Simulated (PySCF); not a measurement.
PySCF input for B(Cl)(OH)2 (BClH2O2), SMILES OB(O)Cl, ADC(2)/aug-cc-pVDZ. Coordinates come from a r2SCAN-D4/def2-SVP optimisation. Other conformers were not sampled.

```python
import numpy as np
from pyscf import gto, scf, dft, adc

mol = gto.M(
    atom='''
    B    -0.00512985   -0.44852626   -0.00000000
    Cl   -0.04985267    1.33242692    0.00000000
    O    -1.18092257   -1.11093387    0.00000000
    H    -1.04439438   -2.06811742   -0.00000000
    O     1.17765078   -1.11550487    0.00000000
    H     1.94371338   -0.52899902   -0.00000000
    ''',
    basis='aug-cc-pVDZ',
    charge=0,
    spin=0,
    max_memory=1600,
    verbose=4,
)
mf = scf.RHF(mol)
mf.conv_tol = 1e-10
mf.max_cycle = 100
mf.kernel()
res = {}
for kind, nroots in (('ee', 6), ('ip', 6), ('ea', 2)):
    a = adc.ADC(mf).density_fit('aug-cc-pvdz-ri')
    a.method, a.method_type = 'adc(2)', kind
    e, v, p, x = a.kernel(nroots=nroots)
    res[kind] = (e * 27.211386245988, p)
for kind, (e, p) in res.items():
    print(kind, 'energies / eV', np.round(e, 3), 'strengths', np.round(p, 4))
```

Program output:

```
PySCF version 2.14.0

[INPUT] verbose = 4
[INPUT] num. atoms = 6
[INPUT] num. electrons = 40
[INPUT] charge = 0
[INPUT] spin (= nelec alpha-beta = 2S) = 0
[INPUT] symmetry False subgroup None
[INPUT] Mole.unit = angstrom
[INPUT] Symbol           X                Y                Z      unit          X                Y                Z       unit  Magmom
[INPUT]  1 B     -0.005129850000  -0.448526260000   0.000000000000 AA   -0.009694011560  -0.847591791075   0.000000000000 Bohr   0.0
[INPUT]  2 Cl    -0.049852670000   1.332426920000   0.000000000000 AA   -0.094207892878   2.517921959798   0.000000000000 Bohr   0.0
[INPUT]  3 O     -1.180922570000  -1.110933870000   0.000000000000 AA   -2.231620231618  -2.099360756803   0.000000000000 Bohr   0.0
[INPUT]  4 H     -1.044394380000  -2.068117420000   0.000000000000 AA   -1.973619344235  -3.908175517242   0.000000000000 Bohr   0.0
[INPUT]  5 O      1.177650780000  -1.115504870000   0.000000000000 AA    2.225437444580  -2.107998694919   0.000000000000 Bohr   0.0
[INPUT]  6 H      1.943713380000  -0.528999020000   0.000000000000 AA    3.673085952853  -0.999663267963   0.000000000000 Bohr   0.0

nuclear repulsion = 144.466088191559
number of shells = 42
number of NR pGTOs = 177
number of NR cGTOs = 114
basis = aug-cc-pVDZ
ecp = {}


[settings echo left out]
init E= -635.802642019418
  HOMO = -0.445448191214878  LUMO = 0.0165294536000404  gap/eV = 12.57105
cycle= 1 E= -635.184490790678  delta_E= 0.618  |g|= 0.616  |ddm|= 2.39
  HOMO = -0.4583117759791  LUMO = 0.0292462410305365  gap/eV = 13.26713
cycle= 2 E= -635.251728859277  delta_E= -0.0672  |g|= 0.315  |ddm|= 0.618
  HOMO = -0.463205024111788  LUMO = 0.0322371273057867  gap/eV = 13.48167
cycle= 3 E= -635.270220501732  delta_E= -0.0185  |g|= 0.0487  |ddm|= 0.203
  HOMO = -0.46654666591168  LUMO = 0.033740457073641  gap/eV = 13.61351
cycle= 4 E= -635.270934880003  delta_E= -0.000714  |g|= 0.0114  |ddm|= 0.0581
  HOMO = -0.465309224956323  LUMO = 0.0335042799712042  gap/eV = 13.57341
cycle= 5 E= -635.270983887174  delta_E= -4.9e-05  |g|= 0.00314  |ddm|= 0.0137
  HOMO = -0.465672489324298  LUMO = 0.0335363265977549  gap/eV = 13.58416
cycle= 6 E= -635.270988530385  delta_E= -4.64e-06  |g|= 0.000927  |ddm|= 0.00431
  HOMO = -0.46573814925619  LUMO = 0.0335375536466973  gap/eV = 13.58598
cycle= 7 E= -635.27098912213  delta_E= -5.92e-07  |g|= 0.00023  |ddm|= 0.002
  HOMO = -0.465726369456939  LUMO = 0.0335375816663985  gap/eV = 13.58566
cycle= 8 E= -635.270989162494  delta_E= -4.04e-08  |g|= 5.57e-05  |ddm|= 0.000561
  HOMO = -0.465737056031033  LUMO = 0.0335387595748573  gap/eV = 13.58599
cycle= 9 E= -635.270989164598  delta_E= -2.1e-09  |g|= 1.39e-05  |ddm|= 0.000114
  HOMO = -0.465735122223601  LUMO = 0.0335386024440414  gap/eV = 13.58593
cycle= 10 E= -635.270989164722  delta_E= -1.25e-10  |g|= 4.91e-06  |ddm|= 2.56e-05
  HOMO = -0.465735108521867  LUMO = 0.0335386021540982  gap/eV = 13.58593
cycle= 11 E= -635.27098916473  delta_E= -7.96e-12  |g|= 2.02e-06  |ddm|= 5.9e-06
  HOMO = -0.46573513823391  LUMO = 0.0335385787890301  gap/eV = 13.58593
Extra cycle  E= -635.270989164733  delta_E= -2.96e-12  |g|= 1.17e-06  |ddm|= 2.16e-06
converged SCF energy = -635.270989164733

******** <class 'pyscf.adc.radc.RADC'> ********
******** ADC Orbital Information ********
Number of Frozen Occupied Orbitals: 0
Number of Frozen Virtual Orbitals: 0
Number of Active Occupied Orbitals: 20
Number of Active Virtual Orbitals: 94
*****************************************
******** <class 'pyscf.df.df.DF'> ********
auxbasis = aug-cc-pvdz-ri
Reference correlation energy (doubles): -0.64309175
MP2 correlation energy of reference state (a.u.) = -0.64309175

******** <class 'pyscf.adc.radc_ee.RADCEE'> ********
max_space = 12
max_cycle = 50
conv_tol = 1e-08

*************************************************************
        ADC calculation summary (singlet states only)
*************************************************************
adc(2) root 0  |  Energy (Eh) =   0.2969373547  |  Energy (eV) =   8.08007698  |  Osc. strength = 0.00004914  |  conv = True
adc(2) root 1  |  Energy (Eh) =   0.2998955560  |  Energy (eV) =   8.16057374  |  Osc. strength = 0.05101084  |  conv = True
adc(2) root 2  |  Energy (Eh) =   0.3033236365  |  Energy (eV) =   8.25385656  |  Osc. strength = 0.00334288  |  conv = True
adc(2) root 3  |  Energy (Eh) =   0.3303055604  |  Energy (eV) =   8.98807211  |  Osc. strength = 0.08526075  |  conv = True
adc(2) root 4  |  Energy (Eh) =   0.3327839319  |  Energy (eV) =   9.05551203  |  Osc. strength = 0.00072896  |  conv = True
adc(2) root 5  |  Energy (Eh) =   0.3388399172  |  Energy (eV) =   9.22030379  |  Osc. strength = 0.00220922  |  conv = False

WARN: Davidson iterations for 1 root(s) did not converge!!!


******** <class 'pyscf.adc.radc.RADC'> ********
******** ADC Orbital Information ********
Number of Frozen Occupied Orbitals: 0
Number of Frozen Virtual Orbitals: 0
Number of Active Occupied Orbitals: 20
Number of Active Virtual Orbitals: 94
*****************************************
******** <class 'pyscf.df.df.DF'> ********
auxbasis = aug-cc-pvdz-ri
Reference correlation energy (doubles): -0.64309175
MP2 correlation energy of reference state (a.u.) = -0.64309175

******** <class 'pyscf.adc.radc_ip.RADCIP'> ********
max_space = 12
max_cycle = 50
conv_tol = 1e-08

*************************************************************
        ADC calculation summary (doublet states only)
*************************************************************
adc(2) root 0  |  Energy (Eh) =   0.4204711715  |  Energy (eV) =  11.44160336  |  Spec. factor = 1.81281220  |  conv = True
adc(2) root 1  |  Energy (Eh) =   0.4251763411  |  Energy (eV) =  11.56963754  |  Spec. factor = 1.78905746  |  conv = True
adc(2) root 2  |  Energy (Eh) =   0.4279462874  |  Energy (eV) =  11.64501162  |  Spec. factor = 1.77104837  |  conv = True
adc(2) root 3  |  Energy (Eh) =   0.4743959836  |  Energy (eV) =  12.90897224  |  Spec. factor = 1.77509543  |  conv = True
adc(2) root 4  |  Energy (Eh) =   0.4809164588  |  Energy (eV) =  13.08640340  |  Spec. factor = 1.74787223  |  conv = True
adc(2) root 5  |  Energy (Eh) =   0.5152085047  |  Energy (eV) =  14.01953750  |  Spec. factor = 1.76604325  |  conv = True

******** <class 'pyscf.adc.radc.RADC'> ********
******** ADC Orbital Information ********
Number of Frozen Occupied Orbitals: 0
Number of Frozen Virtual Orbitals: 0
Number of Active Occupied Orbitals: 20
Number of Active Virtual Orbitals: 94
*****************************************
******** <class 'pyscf.df.df.DF'> ********
auxbasis = aug-cc-pvdz-ri
Reference correlation energy (doubles): -0.64309175
MP2 correlation energy of reference state (a.u.) = -0.64309175

******** <class 'pyscf.adc.radc_ea.RADCEA'> ********
max_space = 12
max_cycle = 50
conv_tol = 1e-08

*************************************************************
        ADC calculation summary (doublet states only)
*************************************************************
adc(2) root 0  |  Energy (Eh) =   0.0217530575  |  Energy (eV) =   0.59193084  |  Spec. factor = 1.97372642  |  conv = True
adc(2) root 1  |  Energy (Eh) =   0.0416698523  |  Energy (eV) =   1.13389444  |  Spec. factor = 1.98250904  |  conv = True
ee energies / eV [8.08  8.161 8.254 8.988 9.056 9.22 ] strengths [0.     0.051  0.0033 0.0853 0.0007 0.0022]
ip energies / eV [11.442 11.57  11.645 12.909 13.086 14.02 ] strengths [1.8128 1.7891 1.771  1.7751 1.7479 1.766 ]
ea energies / eV [0.592 1.134] strengths [1.9737 1.9825]
```

The run did not converge; its last values are not results.
